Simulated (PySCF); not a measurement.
Ti(Br)(OH)3 (BrH3O3Ti), SMILES [OH][Ti]([OH])([OH])[Br], multiplicity 1.

Coordinates come from a B3LYP-D3(BJ)/def2-SVP optimisation. The spin state was assumed, not searched. The structure was generated by enumeration; whether it is a known compound was not checked. The values are those of a single conformer.

Two levels are set side by side: PBE/def2-TZVP (PySCF) and r2SCAN/def2-TZVP (PySCF). Same geometry, gas phase. Differences are taken from unrounded values.

| quantity | r2SCAN |
|---|---|
| orbital gap (eV) | 4.26 |
| highest occupied level (eV) | -7.03 |
| lowest empty level (eV) | -2.77 |
| dipole moment (D) | 3.70 |
| mean polarisability (bohr³) | 67.3 |

Q: What does PBE give, and how far is it from r2SCAN? (The exact figures need the calculation; the answer reports its results.)

A: 
```json
[
 {"quantity": "orbital gap (eV)", "PBE": "3.87", "PBE minus r2SCAN": "-0.39"},
 {"quantity": "highest occupied level (eV)", "PBE": "-6.68", "PBE minus r2SCAN": "0.35"},
 {"quantity": "lowest empty level (eV)", "PBE": "-2.81", "PBE minus r2SCAN": "-0.04"},
 {"quantity": "dipole moment (D)", "PBE": "3.63", "PBE minus r2SCAN": "-0.07"},
 {"quantity": "mean polarisability (bohr³)", "PBE": "69.6", "PBE minus r2SCAN": "2.3"}
]
```

Rough cost on one machine, each run with all the roots and properties that it gave: r2SCAN against PBE about 3 times.
